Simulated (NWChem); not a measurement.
A series in which one site is exchanged, each optimised at PBE0/def2-SVP with NWChem, gas phase unless a solvent is named. All stand in one matching conformer (torsions within 35°), which need not be the lowest. For some, no frequency run checked for a minimum. def2 effective core potentials on Cd, Te; no spin-orbit coupling.

A: C[Te]N (CH$_{5}$NTe; site = Te)
B: [NH2][Cd][CH3] (CH5CdN; site = Cd)
C: [NH2][Mg][CH3] (CH5MgN; site = Mg)

```
quantity                                                A           B     C
---------------------------------------------------  ----  ----------  ----
dipole (D), PBE0/def2-SVP                            2.10  (withheld)  0.49
vertical ionisation energy, ΔSCF, PBE/def2-SVP (eV)  7.94  (withheld)  8.21
lowest singlet excitation, PBE0/def2-SVPD, TDA (eV)  3.69  (withheld)  4.32
```

Q: Complete the blanks.

A: 
- dipole (D), PBE0/def2-SVP, B: 1.06
- vertical ionisation energy, ΔSCF, PBE/def2-SVP (eV), B: 8.41
- lowest singlet excitation, PBE0/def2-SVPD, TDA (eV), B: 5.11
